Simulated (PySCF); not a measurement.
**Polarisability and C₆ of V³⁺ (vanadium, charge +3)**

[Ar] 3d2, high-spin 3F determinant. All numbers are calculated (PySCF 2.14, scalar relativity by spin-free X2C-1e, in aug-cc-pVQZ-DK (9s8p6d4f3g2h, 140 functions)). Coupled (time-dependent) response in atomic units; α is the mean over directions.

```csv
method,mean α (bohr³),C₆ (like pair),S(−4)
PBEsol,2.300,5.880,2.064
```

S(−4) is the Cauchy moment in α(ω) = α(0) + S(−4) ω² + …

α(iu) at PBEsol:

```
u (hartree)  α(iu) (bohr³)
          0          2.300
     0.0500          2.295
      0.100          2.280
      0.200          2.224
      0.300          2.143
      0.500          1.950
      0.750          1.709
       1.00          1.492
       1.50          1.139
       2.00         0.8781
       3.00         0.5517
       5.00         0.2684
```

For an ion, C₆ is the dispersion term alone; charge-induced terms of lower order in 1/R come first.
